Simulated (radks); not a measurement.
Excited configurations of Kr III: one electron is placed in a higher orbital outside [Ar] 3d10 4s2 4p3. The ground configuration is [Ar] 3d10 4s2 4p4. Method: Dirac Kohn-Sham, LDA (Slater exchange, Perdew-Wang correlation), spin-unpolarised, spherical densities, finite nucleus; open shells fill j = l - 1/2 first; Fermi nuclear charge, rms radius 4.1884 fm; computed with a radial shooting solver on a logarithmic mesh with Libxc functionals. Excitation = E - E(ground); binding = E(ion) - E, where the ion is the core of charge +3; n* = 3/sqrt(2 binding) in atomic units, and the quantum defect is n - n*.

| outer orbital | excitation (eV) | binding (eV) | eigenvalue (eV) | <r> (bohr) |
|---|---|---|---|---|
| 4d3/2 | 18.948 | 17.971 | -13.795 | 2.598 |
| 5p1/2 | 22.782 | 14.137 | -11.845 | 4.184 |
| 5d3/2 | 27.733 | 9.185 | -7.644 | 5.899 |
| 6s1/2 | 27.554 | 9.365 | -8.032 | 6.734 |
| 6p1/2 | 28.965 | 7.953 | -6.786 | 7.624 |
| 6d3/2 | 31.176 | 5.743 | -4.884 | 10.00 |
| 6f5/2 | 33.082 | 3.836 | -3.245 | 14.37 |
| 7s1/2 | 31.093 | 5.826 | -5.043 | 10.81 |
| 7p1/2 | 31.795 | 5.123 | -4.423 | 12.00 |
| 7d3/2 | 32.974 | 3.944 | -3.397 | 15.05 |
| 7f5/2 | 34.089 | 2.830 | -2.432 | 20.35 |

The Delta-SCF ionisation energy is 36.919 eV (NIST Atomic Spectra Database: 35.84 eV, measured). Self-interaction in the functional shifts the binding energies and quantum defects, so they are the method's values and not measured ones. Spin polarisation and multiplet splitting are left out, so open shells lie too high by an amount that depends on their filling.

Beside tabulated values, note that spin-unpolarised runs miss the spin-polarisation part of the exchange energy of open shells.
